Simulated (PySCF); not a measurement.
## Ir⁶⁹⁺: ionisation energy

Ir⁶⁹⁺ [He] 2s2 2p4 (3P) → Ir⁷⁰⁺ [He] 2s2 2p3 (4S), as a difference of total energies. All numbers are calculated (PySCF 2.14, scalar relativity by spin-free X2C-1e, in an even-tempered Gaussian basis (18 s from 47 bohr⁻², ratio 2.2; 13 p from 61 bohr⁻², ratio 2.2; 5 d from 240 bohr⁻², ratio 2.4; 5 f from 360 bohr⁻², ratio 2.4; 4 g from 540 bohr⁻², ratio 2.4)). Correlated levels: nothing frozen; virtual orbitals above 40 to 60 times the deepest correlated orbital energy dropped. The calculations carry no spin-orbit coupling.

```tsv
method	ionisation energy (eV)
UHF	18264.2
LDA	18255.0
PBE	18267.6
PBE0	18267.2
r2SCAN	18270.8
PW91	18269.7
revPBE	18267.2
MP2 (all electrons)	18266.1
SCS-MP2 (all electrons)	18266.2
```

Spin-orbit coupling is strong in these open shells (close to jj coupling). The scalar numbers leave it out and a first-order estimate fails, so it can dominate the gap to the real levels.

For this ion Breit and QED terms and the two-electron picture change, all absent here, outweigh the differences among the correlated methods.

For comparison: 17770 ± 50 eV (theoretical estimate listed by NIST; NIST Atomic Spectra Database, ionization energies).
